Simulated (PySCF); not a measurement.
**Spin-rotation constants: SMILES N[SiH]1P[SiH2]P[SiH2]P1, H$_{10}$NP$_{3}$Si$_{3}$**

Molfile (atoms numbered from 1):
```
H10NP3Si3
     RDKit          3D

 17 17  0  0  0  0  0  0  0  0999 V2000
    3.1242   -0.6514   -0.0749 N   0  0  0  0  0  0  0  0  0  0  0  0
    1.4530   -0.2790   -0.2575 Si  0  0  0  0  0  4  0  0  0  0  0  0
    0.3899   -1.7531    1.0644 P   0  0  0  0  0  0  0  0  0  0  0  0
   -1.7285   -1.4173    0.4387 Si  0  0  0  0  0  4  0  0  0  0  0  0
   -2.3572    0.5954    1.1917 P   0  0  0  0  0  0  0  0  0  0  0  0
   -1.1976    1.9722   -0.1410 Si  0  0  0  0  0  4  0  0  0  0  0  0
    0.9596    1.8186    0.4255 P   0  0  0  0  0  0  0  0  0  0  0  0
    3.4214   -1.1579    0.7444 H   0  0  0  0  0  0  0  0  0  0  0  0
    3.8158    0.0348   -0.3304 H   0  0  0  0  0  0  0  0  0  0  0  0
    1.1803   -0.4570   -1.6976 H   0  0  0  0  0  0  0  0  0  0  0  0
    0.5939   -2.8181    0.2168 H   0  0  0  0  0  0  0  0  0  0  0  0
   -1.9376   -1.5799   -1.0126 H   0  0  0  0  0  0  0  0  0  0  0  0
   -2.5566   -2.4138    1.1250 H   0  0  0  0  0  0  0  0  0  0  0  0
   -3.5082    0.6459    0.4375 H   0  0  0  0  0  0  0  0  0  0  0  0
   -1.6402    3.3373    0.1608 H   0  0  0  0  0  0  0  0  0  0  0  0
   -1.4462    1.7224   -1.5737 H   0  0  0  0  0  0  0  0  0  0  0  0
    1.4270    2.4130   -0.7270 H   0  0  0  0  0  0  0  0  0  0  0  0
  1  2  1  0
  2  3  1  0
  3  4  1  0
  4  5  1  0
  5  6  1  0
  6  7  1  0
  7  2  1  0
  1  8  1  0
  1  9  1  0
  2 10  1  0
  3 11  1  0
  4 12  1  0
  4 13  1  0
  5 14  1  0
  6 15  1  0
  6 16  1  0
  7 17  1  0
M  END
```

Theory: GIAO B3LYP/pcSseg-1 magnetisability, rotational g tensor and spin-rotation constants, non-relativistic, gas phase (PySCF). Geometry: GFN2-xTB.

(1) Give the nuclear spin-rotation constants along the inertial axes (H = +C I·J) beside the isotropic shieldings.

(2) How do the rotational constants and the g tensor change when H8, H9, H10, H11, H12, H13, H14, H15, H16, H17 are replaced by deuterium?

Answers

(1) Rotational constants 1.0854, 0.7784, 0.4965 GHz. A star marks the isotopologue with that one atom substituted, in its own axes.
```
atom  isotope  Caa (kHz)  Cbb (kHz)  Ccc (kHz)  mean (kHz)  σ (ppm)
  N1      14N      0.042      0.025      0.021       0.030    239.8
  P3      31P      0.986      0.586      0.494       0.689    602.7
  P5      31P      0.692      0.773      0.460       0.641    616.3
  P7      31P      1.074      0.620      0.507       0.734    582.4
  H8       1H     -0.103     -0.069     -0.028      -0.067     31.2
  H9       1H     -0.076     -0.031     -0.067      -0.058     31.6
 H10       1H     -0.090     -0.062      0.028      -0.041     25.7
 H11       1H     -0.103     -0.049     -0.032      -0.061     30.9
 H12       1H     -0.098     -0.065      0.022      -0.047     26.8
 H13       1H     -0.067      0.009     -0.044      -0.034     27.2
 H14       1H     -0.047     -0.090     -0.034      -0.057     31.3
 H15       1H     -0.055     -0.001     -0.043      -0.033     27.3
 H16       1H     -0.097     -0.066      0.022      -0.047     26.9
 H17       1H     -0.110     -0.045     -0.032      -0.062     31.0
 Si2    29Si*     -0.680     -0.501     -0.332      -0.504    338.4
 Si4    29Si*     -0.619     -0.469     -0.296      -0.462    384.4
```
For the geometry as given, no vibrational averaging.

(2) Constants 0.9785, 0.7025, 0.4533 GHz; g -0.0156, -0.0111, -0.0069, against -0.0173, -0.0123, -0.0075 before.
